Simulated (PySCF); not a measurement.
**Ionisation energy of N⁵⁺ by level of theory**

N⁵⁺ 1s2 (1S) → N⁶⁺ 1s1 (2S), as a difference of total energies. All numbers are calculated (PySCF 2.14, the spin-free X2C one-electron Hamiltonian (Gaussian nucleus), in an even-tempered Gaussian basis (17 s from 1.7 bohr⁻², ratio 2.2; 7 p from 2.7 bohr⁻², ratio 2.4; 4 d from 8.1 bohr⁻², ratio 2.4; 3 f from 12 bohr⁻², ratio 2.4; 3 g from 18 bohr⁻², ratio 2.4)). Correlated levels: nothing frozen; virtual orbitals above 40 to 60 times the deepest correlated orbital energy dropped. The calculations carry no spin-orbit coupling.

```
                 method  ionisation energy (eV)  difference from reference (eV)
                    UHF                  550.93                           -1.14
                    LDA                  547.20                           -4.87
                    PBE                  551.18                           -0.89
                   PBE0                  551.39                           -0.68
                 r2SCAN                  552.23                           +0.16
                    M06                  552.84                           +0.77
                  M06-L                  553.08                           +1.01
    MP2 (all electrons)                  552.10                           +0.03
SCS-MP2 (all electrons)                  552.34                           +0.27
```

Reference: 552.07 eV (theoretical estimate listed by NIST; NIST Atomic Spectra Database, ionization energies).
